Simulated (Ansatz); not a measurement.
Reaction (redistribution): `O[SiH](F)NBS` + `[SiH3]BCl` → `SBBCl` + `O[SiH](F)N[SiH3]`

Calculated with Ansatz (gas phase, PBE0-D4/def2-TZVP geometries, no zero-point term in ΔE). CBS: MP2 limit from def2 TZ/QZ plus the TZ coupled-cluster correction, frozen cores. This one scheme is used for every species. Functionals use def2-TZVPP. Each species was taken in one conformer, which may not be the lowest.

`O[SiH](F)NBS`:

Cartesian coordinates in Å:
```
O 0.562 1.378 -1.713
Si 0.531 1.456 -0.093
F 1.919 1.958 0.509
N 0.298 -0.092 0.631
B -0.678 -1.034 0.251
S -0.832 -2.601 1.138
H 1.058 0.673 -2.134
H -0.495 2.454 0.241
H 0.891 -0.305 1.423
H -1.406 -0.796 -0.665
H -1.848 -3.089 0.413
```

`[SiH3]BCl`:

```xyz
7

Si    0.386    0.401   -0.664
B    -0.442   -0.631    0.857
Cl   -1.689    0.060    1.853
H     1.852    0.521   -0.422
H    -0.193    1.760   -0.829
H     0.200   -0.366   -1.928
H    -0.113   -1.745    1.134
```

`SBBCl`:

Cartesian coordinates in Å:
```
S 1.088 1.098 -1.027
B 0.235 -0.272 -0.303
B -0.673 -0.075 1.085
Cl -2.361 0.361 0.952
H 1.655 0.479 -2.078
H 0.324 -1.345 -0.824
H -0.269 -0.247 2.197
```

`O[SiH](F)N[SiH3]`:

Cartesian coordinates in Å:
```
O -1.545 1.914 0.749
Si -1.204 0.616 -0.173
F -0.580 1.042 -1.580
N -0.013 -0.396 0.508
Si 1.396 -1.069 -0.252
H -0.814 2.438 1.081
H -2.509 -0.017 -0.423
H -0.164 -0.687 1.464
H 2.454 -0.050 -0.479
H 1.926 -2.110 0.666
H 1.054 -1.681 -1.560
```

| level | ΔE (kJ/mol) |
| --- | --- |
| PBE-D4 | 54.8 |
| ωB97M-V | 46.4 |
| PBE | 55.5 |
| r2SCAN | 49.0 |
| PBE0 | 52.6 |
| SCS-MP2/def2-TZVPP | 43.8 |
| CCSD(T)/def2-TZVPP | 47.7 |
| HF/CBS(def2) | 39.2 |

(1) What does CCSD(T)/CBS give? (Best estimate.)

Largest T1 diagnostic among the species: 0.015.

Results:

(1) The calculation gave: +45.2 kJ/mol. The listed levels differ from it by 9.6, 1.2, 10.3, 3.8, 7.4, -1.4, 2.5, -6.0 kJ/mol.

In def2-TZVPP, CCSD(T) changes the Hartree–Fock value by +7.1 kJ/mol (the triples alone add +1.4 kJ/mol) and MP2 by +4.7 kJ/mol.
